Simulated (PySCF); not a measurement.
**Polarisability and C₆ of H⁻ (hydrogen, charge -1)**

1s2, closed-shell 1S. All numbers are calculated (PySCF 2.14, the non-relativistic Hamiltonian (point nucleus), in aug-cc-pVTZ (4s3p2d, 23 functions)). Coupled (time-dependent) response in atomic units; α is the mean over directions.

```csv
method,mean α (bohr³),C₆ (like pair),S(−4)
UHF,26.22,150.3,309.1
```

S(−4) is the Cauchy moment in α(ω) = α(0) + S(−4) ω² + …

α(iu) at UHF:

| u (hartree) | α(iu) (bohr³) |
| --- | --- |
| 0 | 26.22 |
| 0.0500 | 25.47 |
| 0.100 | 23.45 |
| 0.200 | 17.82 |
| 0.300 | 12.73 |
| 0.500 | 6.654 |
| 0.750 | 3.451 |
| 1.00 | 2.066 |
| 1.50 | 0.9674 |
| 2.00 | 0.5574 |
| 3.00 | 0.2545 |
| 5.00 | 0.09435 |

For an ion, C₆ is the dispersion term alone; charge-induced terms of lower order in 1/R come first.
